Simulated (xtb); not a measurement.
xtb input (GFN1-xTB):

```bash
xtb mol.xyz --gfn 1 --opt tight --chrg 0 --uhf 0
```
mol.xyz:
```
5

Pb    -0.00000000     0.00000000    -0.00000000
H      1.02232937     1.02969445     0.99620867
H      1.00998283    -1.02860803    -1.00983163
H     -1.02359071     1.00249564    -1.02231319
H     -1.00872149    -1.00358207     1.03593616
```

End of the output:

```
         :::::::::::::::::::::::::::::::::::::::::::::::::::::
         ::                     SUMMARY                     ::
         :::::::::::::::::::::::::::::::::::::::::::::::::::::
         :: total energy              -3.755604060831 Eh    ::
         :: gradient norm              0.000000161576 Eh/a0 ::
         :: HOMO-LUMO gap              9.590136464534 eV    ::
         ::.................................................::
         :: SCC energy                -3.776602458545 Eh    ::
         :: -> electrostatic           0.028563571610 Eh    ::
         :: repulsion energy           0.021749317458 Eh    ::
         :: dispersion energy         -0.000750919745 Eh    ::
         :: halogen bond corr.         0.000000000000 Eh    ::
         :: add. restraining           0.000000000000 Eh    ::
         :: total charge               0.000000000000 e     ::
         :::::::::::::::::::::::::::::::::::::::::::::::::::::

           -------------------------------------------------
          |                Property Printout                |
           -------------------------------------------------

    * Orbital Energies and Occupations

         #    Occupation            Energy/Eh            Energy/eV
      -------------------------------------------------------------
         1        2.0000           -0.7758539             -21.1121
         2        2.0000           -0.4585499             -12.4778
         3        2.0000           -0.4585498             -12.4778
         4        2.0000           -0.4585497             -12.4778 (HOMO)
         5                         -0.1061187              -2.8876 (LUMO)
         6                         -0.0828591              -2.2547
         7                         -0.0828591              -2.2547
         8                         -0.0828591              -2.2547
         9                         -0.0236937              -0.6447
        10                          0.1884210               5.1272
        11                          0.1884212               5.1272
        12                          0.1884219               5.1272
      -------------------------------------------------------------
                  HL-Gap            0.3524310 Eh            9.5901 eV
             Fermi-level           -0.2823342 Eh           -7.6827 eV

  Mulliken/CM5 charges         n(s)   n(p)   n(d)
     1Pb    0.31662  0.15933   1.727  1.956  0.000
     2H    -0.07916 -0.03983   1.079  0.000  0.000
     3H    -0.07916 -0.03983   1.079  0.000  0.000
     4H    -0.07916 -0.03983   1.079  0.000  0.000
     5H    -0.07916 -0.03983   1.079  0.000  0.000

Wiberg/Mayer (AO) data.
largest (>0.10) Wiberg bond orders for each atom

 ---------------------------------------------------------------------------
     #   Z sym  total        # sym  WBO       # sym  WBO       # sym  WBO
 ---------------------------------------------------------------------------
     1  82 Pb   3.108 --     2 H    0.777     3 H    0.777     4 H    0.777
                             5 H    0.777
     2   1 H    0.991 --     1 Pb   0.777
     3   1 H    0.991 --     1 Pb   0.777
     4   1 H    0.991 --     1 Pb   0.777
     5   1 H    0.991 --     1 Pb   0.777
 ---------------------------------------------------------------------------

Topologies differ in total number of bonds
Writing topology from bond orders to xtbtopo.mol

 dipole moment from electron density (au)
     X       Y       Z
  -0.0000  -0.0000   0.0000  total (Debye):    0.000

           -------------------------------------------------
          |                Geometry Summary                 |
           -------------------------------------------------

      molecular mass/u    :      211.2486711
   center of mass at/Å    :       -0.0000005      -0.0000003       0.0000003
  moments of inertia/u·Å² :        0.7793411E+01   0.7793415E+01   0.7793416E+01
rotational constants/cm⁻¹ :        0.2163062E+01   0.2163061E+01   0.2163061E+01

 * 4 selected distances

     #   Z          #   Z                                           value/Å
Note: The following floating-point exceptions are signalling: IEEE_DENORMAL
normal termination of xtb
     1  82 Pb       2   1 H                                       1.7027937 (max)
     1  82 Pb       3   1 H                                       1.7027936
     1  82 Pb       4   1 H                                       1.7027936
     1  82 Pb       5   1 H                                       1.7027934 (min)

 * 1 distinct bonds (by element types)

   Z      Z             #   av. dist./Å        max./Å        min./Å
   1 H   82 Pb          4     1.7027936     1.7027937     1.7027934

optimized geometry written to: xtbopt.xyz

           -------------------------------------------------
          | TOTAL ENERGY               -3.755604060831 Eh   |
          | GRADIENT NORM               0.000000161576 Eh/α |
          | HOMO-LUMO GAP               9.590136464534 eV   |
           -------------------------------------------------

------------------------------------------------------------------------
------------------------------------------------------------------------
 total:
 SCF:
 ANC optimizer:
```
